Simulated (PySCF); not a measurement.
Ionisation energy along the 17-electron series

Calculated with PySCF 2.14 and a two-component X2C-1e Hamiltonian (Gaussian nucleus, no Breit or QED terms), each ion in its own even-tempered basis scaled to its charge; GMP2 freezes 1s2 and drops the highest virtual spinors. Values in eV. NIST values: (m) measured, (s) semi-empirical, (t) theoretical.

```json
{"ion": "Xe³⁷⁺", "configuration": "[Ne] 3s2 3p5", "GHF (spin-free)": "2660.3", "GMP2 (spin-free)": "2661.4", "GHF (screened spin-orbit)": "2638.1", "GMP2 (screened spin-orbit)": "2639.1", "NIST": "2637 ± 4 (t)"}
{"ion": "Ba³⁹⁺", "configuration": "[Ne] 3s2 3p5", "GHF (spin-free)": "2928.1", "GMP2 (spin-free)": "2929.1", "GHF (screened spin-orbit)": "2901.5", "GMP2 (screened spin-orbit)": "2902.5", "NIST": "2901 ± 4 (t)"}
```

Fill in the row of Cs³⁸⁺.

configuration: [Ne] 3s2 3p5; GHF (spin-free): 2792.5; GMP2 (spin-free): 2793.6; GHF (screened spin-orbit): 2768.2; GMP2 (screened spin-orbit): 2769.2; NIST: 2767 ± 4 (t).
